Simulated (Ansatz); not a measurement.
**How methods differ on BHBr (SMILES [BH]Br)**

BHBr has 3 atoms, charge 0, and is taken as a doublet. SMILES: `[BH]Br`. The coordinates come from a PBE0-D4/def2-TZVP relaxation.

```
atom    x (Å)    y (Å)    z (Å)
   B  -0.0945  -0.5230  -0.1157
  Br   1.1810   0.5632   0.7098
   H  -1.0974  -0.1050  -0.6073
```

Each level gives the energy change with the B1–H3 bond stretched from 1.193 to 1.491 Å (eV). The values are calculated.

```csv
level,kind,program,value (eV),less FCI/STO-3G
UHF/STO-3G,Hartree–Fock,Ansatz,1.22,+0.34
UBLYP/STO-3G,GGA,Ansatz,0.84,-0.04
U-r2SCAN/STO-3G,meta-GGA,Ansatz,0.95,+0.07
UB3LYP/STO-3G,global hybrid,Ansatz,0.94,+0.06
UCAM-B3LYP/STO-3G,range-separated hybrid,Ansatz,1.00,+0.12
UMP2/STO-3G,perturbation theory,Ansatz,1.03,+0.15
UCCSD(T)/STO-3G,coupled cluster or CI,Ansatz,0.88,0.00
UCCSD/STO-3G,coupled cluster or CI,Ansatz,0.89,+0.01
FCI/STO-3G,exact in the basis,Ansatz,0.88,0.00
```

FCI/STO-3G is exact within its basis and frozen core, so for wave-function methods in that basis the difference is their error; functionals converge differently with the basis, so for them it is only a difference. All-electron rows without a relativistic Hamiltonian named are non-relativistic. The first shape isn't each level's own minimum. The values span 0.84 to 1.22 eV. All rows use very small basis sets, so none should be taken for the real molecule's value. In the correlated wave-function rows the outer d shell of Br is correlated, in sets not made for it.
